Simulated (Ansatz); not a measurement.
```xyz
11

C    -1.3585   -0.1699    0.2907
N    -0.0199   -0.2614   -0.2483
C     0.9125    0.6691    0.3458
Si    0.2867   -1.4129   -1.4743
F     1.8673   -1.1362   -1.7347
H    -2.0120   -0.8976   -0.1993
H    -1.7820    0.8290    0.1329
H    -1.3671   -0.3749    1.3676
H     0.5795    1.7030    0.1955
H     1.8980    0.5514   -0.1022
H     0.9954    0.5005    1.4261
```

The species carries charge 0 and has multiplicity 1.

Problem. List the CAM-B3LYP/def2-TZVPP orbital energies in eV (Ansatz). (An estimate is asked.)

Solution. The calculation gave: Occupied: -1801.49, -672.96, -391.74, -279.72, -279.55, -145.87, -101.25, -101.21, -101.08, -34.01, -27.23, -21.85, -19.61, -16.43, -15.17, -14.73, -14.67, -13.58, -13.20, -12.79, -12.20, -12.09, -8.62, -8.36. Lowest empty: -0.01, 1.62, 2.04, 2.93, 3.47, 3.79, 3.85, 4.53.
